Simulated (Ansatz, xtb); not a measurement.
## Two isomers of CH7GaSn

Structure a is `[CH3][SnH2][GaH2]`, a singlet and structure b is `[CH3][GaH][SnH3]`, a singlet. Both are isolated molecules in the gas phase, relaxed with B3LYP-D3(BJ)/def2-SVP; the shapes shown needn't be the lowest conformers.

a (Å):

```xyz
10

C    -1.3331   -0.3354    0.2427
Ga    1.9663    1.1563   -1.5607
Sn    0.8350   -0.5307    0.1322
H    -1.5999    0.6802    0.5676
H    -1.7365   -1.0626    0.9617
H    -1.7752   -0.5220   -0.7463
H     1.1994   -2.1658   -0.3019
H     1.4695   -0.3066    1.7266
H     3.5294    1.1493   -1.7951
H     1.1044    2.2056   -2.3716
```

b (Å):

```yaml
atoms:
  - { symbol: C, position_ang: [-1.6371, -0.1155, -0.0452] }
  - { symbol: Ga, position_ang: [0.1311, -0.8986, -0.4911] }
  - { symbol: Sn, position_ang: [2.3220, 0.5884, -0.4643] }
  - { symbol: H, position_ang: [-2.1876, -0.7776, 0.6430] }
  - { symbol: H, position_ang: [-1.5634, 0.8885, 0.3965] }
  - { symbol: H, position_ang: [-2.2328, -0.0443, -0.9723] }
  - { symbol: H, position_ang: [0.2135, -2.4298, -0.8840] }
  - { symbol: H, position_ang: [2.6595, 1.1814, 1.1235] }
  - { symbol: H, position_ang: [3.7457, -0.2277, -0.9957] }
  - { symbol: H, position_ang: [2.1531, 1.9894, -1.4615] }
```

Task: Estimate which is lower in electronic energy at CCSD(T)/def2-SVP + ΔMP2/def2-TZVPP, and by roughly how much.

Result: The CCSD(T)/def2-SVP + ΔMP2/def2-TZVPP calculation puts structure b lower, by 3.0 kcal/mol.

How the difference moves with the method:

```json
{"level": "GFN2-xTB", "geometry": "GFN2-xTB", "E(b) − E(a) (kcal/mol)": "−7.1", "departure from the last row (kcal/mol)": "−4.1", "job, with rough time for the two": "optimisation, 0.12 s"}
{"level": "HF/STO-3G", "geometry": "GFN2-xTB", "E(b) − E(a) (kcal/mol)": "+3.5", "departure from the last row (kcal/mol)": "+6.5", "job, with rough time for the two": "single point, 4.7 s"}
{"level": "r2SCAN-D4/def2-SVP", "geometry": "GFN2-xTB", "E(b) − E(a) (kcal/mol)": "−3.0", "departure from the last row (kcal/mol)": "0.0", "job, with rough time for the two": "single point, 4.4 s"}
{"level": "B3LYP-D3(BJ)/def2-SVP", "geometry": "B3LYP-D3(BJ)/def2-SVP", "E(b) − E(a) (kcal/mol)": "−3.5", "departure from the last row (kcal/mol)": "−0.5", "job, with rough time for the two": "optimisation, 3.6 min"}
{"level": "HF/def2-SVP", "geometry": "B3LYP-D3(BJ)/def2-SVP", "E(b) − E(a) (kcal/mol)": "−3.4", "departure from the last row (kcal/mol)": "−0.4", "job, with rough time for the two": "part of the CCSD(T) run"}
{"level": "MP2/def2-SVP", "geometry": "B3LYP-D3(BJ)/def2-SVP", "E(b) − E(a) (kcal/mol)": "−3.7", "departure from the last row (kcal/mol)": "−0.7", "job, with rough time for the two": "part of the CCSD(T) run"}
{"level": "CCSD(T)/def2-SVP", "geometry": "B3LYP-D3(BJ)/def2-SVP", "E(b) − E(a) (kcal/mol)": "−3.6", "departure from the last row (kcal/mol)": "−0.6", "job, with rough time for the two": "single point"}
{"level": "CCSD(T)/def2-SVP + ΔMP2/def2-TZVPP", "geometry": "B3LYP-D3(BJ)/def2-SVP", "E(b) − E(a) (kcal/mol)": "−3.0", "departure from the last row (kcal/mol)": "", "job, with rough time for the two": "single point, 39 s"}
```

As drawn, b has 1 C–Ga, 1 Sn–H in place of 1 C–Sn, 1 Ga–H.

HF/STO-3G puts the two in the other order. The largest departure from CCSD(T)/def2-SVP + ΔMP2/def2-TZVPP is that of HF/STO-3G, 6.5 kcal/mol. A small imaginary or near-zero mode remains, so no thermal terms are given. The last row adds to CCSD(T) the change of the MP2 difference between the two basis sets, here +0.6 kcal/mol.

The correlated steps freeze 14 core orbitals; the filled d shell of Ga and Sn is correlated, in a basis made for valence electrons. Atoms past krypton carry core potentials in the def2 sets, other sets are all-electron and non-relativistic, and no spin–orbit term is included. Run with Ansatz 0.2.0, xtb 6.7.1; the last row on 2 threads of Arm Neoverse V2 on a shared host.
